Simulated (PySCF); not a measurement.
C₃H₇NSi.

```xyz
12

C      2.1755     1.6020     0.3493
C      1.5760     0.5526     0.4785
C      0.8289    -0.7074     0.5854
N     -0.1846    -0.9096    -0.4406
Si    -1.7405    -0.1249    -0.3823
H      2.7039     2.5312     0.2421
H      0.3408    -0.7504     1.5765
H      1.5460    -1.5494     0.5762
H      0.2269    -1.0280    -1.3641
H     -2.3285    -0.4089     0.9610
H     -2.5708    -0.7260    -1.4662
H     -1.7415     1.3642    -0.5686
```

Geometry: r2SCAN-D4/def2-SVP. Other conformers were not sampled.

The numbers are results of PBE/pcSseg-1 (PySCF), not measurements. Non-relativistic, no solvent.

### Question
Give the absolute GIAO shielding of each atom: isotropic value and principal components (ppm). (The exact figures need the calculation; the answer reports its results.)

### Answer

```csv
atom,σ(iso),σ11,σ22,σ33,span
C1,105.4,37.8,40.7,237.8,200.0
C2,94.6,-8.4,-0.3,292.6,301.1
C3,140.0,115.2,138.1,166.7,51.5
N4,232.7,195.1,228.3,274.7,79.5
Si5,387.4,340.7,355.8,465.7,125.0
H6,29.2,24.6,24.7,38.2,13.6
H7,27.7,23.0,28.0,32.1,9.1
H8,27.2,21.3,27.3,33.1,11.9
H9,31.3,22.9,30.3,40.7,17.7
H10,26.6,23.6,25.0,31.3,7.6
H11,26.5,23.3,24.8,31.5,8.1
H12,26.1,22.5,24.8,31.0,8.6
```
